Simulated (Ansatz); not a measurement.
Calculated with Ansatz (gas phase, PBE0-D4/def2-TZVP geometries, no zero-point term in ΔE). CCSD(T)/CBS adds triple-zeta CCSD(T) − MP2 to the extrapolated MP2 energy (def2 sets, frozen cores). This one scheme is used for every species. DFT in def2-TZVPP. For Se outer-core shells are correlated without core-valence functions, which leaves a few kJ/mol of doubt a bond. Scalar relativity is left out up to krypton. Each species was taken in one conformer, which may not be the lowest.

Consider the substitution at a C–C bond: `CC(S)=[Se]` + H–F → `FC(S)=[Se]` + CH₄.

```tsv
species	ωB97M-V energy (Eh)
`CC(S)=[Se]`	-2878.19012
H–F	-100.46072
`FC(S)=[Se]`	-2938.14762
CH₄	-40.49280
```

Work out ΔE.

ΔE = (-2938.14762) + (-40.49280) − (-2878.19012) − (-100.46072) = 0.01042 Eh = +0.28 eV. CCSD(T)/CBS gives +0.48 eV.

Largest T1 diagnostic among the species: 0.016.

The D4 term adds +0.09 eV with B3LYP and +0.05 eV with PBE0; it sums over pairs of atoms, weighted by their polarisabilities, and B3LYP, whose exchange is more repulsive, gets the larger term. From PBE to PBE0 (25 % exact exchange), in def2-TZVPP and without D4, ΔE moves by +0.11 eV.

B3LYP here is the variant with VWN-RPA as its local correlation; programs differ in this.
